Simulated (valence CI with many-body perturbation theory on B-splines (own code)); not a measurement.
Ho35+: calculated level list

Calculated by configuration interaction combined with many-body perturbation theory (CI+MBPT): four valence electrons over a frozen Dirac-Fock core [Ar] 3d10, radial functions for each j: 9 s, 9 p, 8 d, 6 f, 3 g, 1 h, with the one-electron correlation potential Σ1, the two-electron term Σ2, the three-electron term Σ3, Breit, model QED; selected CI, second order for the rest, scaled by the run's own slope (own B-spline code, finite nucleus).

The last digits are not significant, and no measured levels were compared; by estimate large intervals hold to a few tenths of a per cent, small ones and those within an open d or f shell to about a per cent.

Levels 1 to 32 of 32, with energies above the lowest level, (4s^2 4p1/2^2) J=0. "Leading %" is the weight of the configuration and term that name the level; weights of strongly mixed levels are sums over their largest components and can fall short, so below about 35 % the name and the second component can differ from the true leading terms, or belong to a minority configuration. In the jj column 3d3/2^4 stands for four electrons in 3d with j = 3/2. Lifetimes count E1, E2, E3, M1 and M2 decay at the calculated energies, and are blank where another channel may lead or the interval is too uncertain; long ones can be off by a factor of two.

```
No.  Configuration  Term  J  E (eV)  Leading %  Lifetime               Leading jj  Second component
  1         4s²4p²    ³P  0    0.00         72                4s^2 4p1/2^2 (99 %)    28 % 4s²4p² ¹S
  2         4s²4p²    ³P  1   52.18         99   1.05 μs  4s^2 4p1/2 4p3/2 (99 %)                  
  3         4s²4p²    ¹D  2   55.85         61   56.6 μs  4s^2 4p1/2 4p3/2 (99 %)    38 % 4s²4p² ³P
  4         4s²4p²    ³P  2  110.80         61    574 ns      4s^2 4p3/2^2 (98 %)    38 % 4s²4p² ¹D
  5         4s²4p²    ¹S  0  118.87         71    415 ns      4s^2 4p3/2^2 (98 %)    28 % 4s²4p² ³P
  6          4s4p³   ³P°  2  130.91         42   70.3 ps  4s 4p1/2^2 4p3/2 (94 %)    37 % 4s4p³ ⁵S°
  7          4s4p³   ³D°  1  143.53         41   5.81 ps  4s 4p1/2^2 4p3/2 (91 %)    21 % 4s4p³ ¹P°
  8          4s4p³   ³D°  2  178.55         44   96.0 ps  4s 4p1/2 4p3/2^2 (86 %)    41 % 4s4p³ ⁵S°
  9        4s²4p4d   ³F°  2  180.42         63    703 ps  4s^2 4p1/2 4d3/2 (89 %)  23 % 4s²4p4d ¹D°
 10          4s4p³   ³D°  3  185.82         85   90.5 ps  4s 4p1/2 4p3/2^2 (85 %)   8 % 4s²4p4d ³D°
 11        4s²4p4d   ³D°  1  193.86         39   1.47 ps  4s^2 4p1/2 4d3/2 (57 %)    22 % 4s4p³ ³S°
 12          4s4p³   ³P°  0  194.06         96   8.33 ps  4s 4p1/2 4p3/2^2 (96 %)                  
 13          4s4p³   ³P°  1  200.66         49   3.04 ps  4s 4p1/2 4p3/2^2 (78 %)    25 % 4s4p³ ¹P°
 14          4s4p³   ¹D°  2  200.75         33   4.06 ps  4s 4p1/2 4p3/2^2 (57 %)    23 % 4s4p³ ³D°
 15        4s²4p4d   ³F°  3  203.54         61   4.95 ps  4s^2 4p1/2 4d5/2 (82 %)  16 % 4s²4p4d ¹F°
 16          4s4p³   ³S°  1  205.45         34   1.62 ps  4s 4p1/2 4p3/2^2 (75 %)    26 % 4s4p³ ³D°
 17        4s²4p4d   ³P°  2  206.28         31   2.10 ps  4s^2 4p1/2 4d5/2 (59 %)    27 % 4s4p³ ¹D°
 18          4s4p³   ³P°  2  242.18         33   19.1 ps        4s 4p3/2^3 (62 %)  19 % 4s²4p4d ³P°
 19        4s²4p4d   ³P°  1  246.65         45   1.52 ps  4s^2 4p3/2 4d3/2 (80 %)  31 % 4s²4p4d ³D°
 20        4s²4p4d   ³D°  2  247.05         43   1.30 ps  4s^2 4p3/2 4d3/2 (84 %)  34 % 4s²4p4d ¹D°
 21        4s²4p4d   ³P°  0  248.78         95   1.51 ps  4s^2 4p3/2 4d3/2 (95 %)                  
 22        4s²4p4d   ³D°  3  249.33         35   1.43 ps  4s^2 4p3/2 4d3/2 (84 %)  34 % 4s²4p4d ³F°
 23        4s²4p4d   ³F°  4  250.30         99   1.23 μs  4s^2 4p3/2 4d5/2 (99 %)                  
 24        4s4p²4d    ⁵F  1  260.73         50   29.8 ps  4s 4p1/2^2 4d3/2 (94 %)   30 % 4s4p²4d ³D
 25        4s²4p4d   ³P°  1  262.13         27   2.19 ps        4s 4p3/2^3 (52 %)  18 % 4s²4p4d ¹P°
 26        4s4p²4d    ⁵F  2  262.72         25   39.3 ps  4s 4p1/2^2 4d3/2 (84 %)   18 % 4s4p²4d ³D
 27        4s²4p4d   ³P°  2  264.23         31   1.88 ps  4s^2 4p3/2 4d5/2 (58 %)  18 % 4s²4p4d ¹D°
 28        4s²4p4d   ¹F°  3  266.90         52   1.69 ps  4s^2 4p3/2 4d5/2 (87 %)  44 % 4s²4p4d ³D°
 29        4s²4p4d   ¹P°  1  273.46         49   1.56 ps  4s^2 4p3/2 4d5/2 (59 %)    17 % 4s4p³ ¹P°
 30            4p⁴    ³P  2  275.80         38   6.17 ps   4p1/2^2 4p3/2^2 (56 %)       18 % 4p⁴ ¹D
 31        4s4p²4d    ⁵D  3  277.31         27   7.02 ps  4s 4p1/2^2 4d5/2 (90 %)   24 % 4s4p²4d ³D
 32            4p⁴    ¹S  0  287.34         52   3.75 ps   4p1/2^2 4p3/2^2 (86 %)       35 % 4p⁴ ³P
```

The ionisation energy to 4s²4p ²P°1/2 of the next ion comes out as 1547.3 eV (NIST: 1545 ± 5 eV (theoretical)). All 32 levels together are meant to be complete up to 288.41 eV.
